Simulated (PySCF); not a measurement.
# Polarisability and C₆ of K (potassium, neutral)

[Ar] 4s1, 2S determinant. Computed with PySCF 2.14 in aug-cc-pwCVTZ-X2C with one added diffuse shell each of s, p, d, f type (10s9p7d4f, 100 functions), with the spin-free X2C one-electron Hamiltonian (Gaussian nucleus). Coupled (time-dependent) response in atomic units; α is the mean over directions.

| method | mean α (bohr³) | C₆ (like pair) | S(−4) |
| --- | --- | --- | --- |
| B97-3 | 342.1 | 4949 | 113300 |

S(−4) is the Cauchy moment in α(ω) = α(0) + S(−4) ω² + …

Reference α: 289.7 ± 0.3 bohr³ (recommended; Schwerdtfeger and Nagle, table of static dipole polarizabilities (2023 update)). Published C₆: 3923 (Chu and Dalgarno (2004); Tang, Norbeck and Certain (1976)).

α(iu) at B97-3:

| u (hartree) | α(iu) (bohr³) |
| --- | --- |
| 0 | 342.1 |
| 0.0500 | 188.4 |
| 0.100 | 82.80 |
| 0.200 | 28.79 |
| 0.300 | 15.97 |
| 0.500 | 8.451 |
| 0.750 | 5.364 |
| 1.00 | 3.834 |
| 1.50 | 2.250 |
| 2.00 | 1.467 |
| 3.00 | 0.7553 |
| 5.00 | 0.3070 |

A single London oscillator, α(iu) = α/(1 + u²/ω²), gives C₆ = (3/4) ω α². Matching the computed C₆ needs ω = 4 × 4949 / (3 × 342.1²) = 0.0564 hartree.
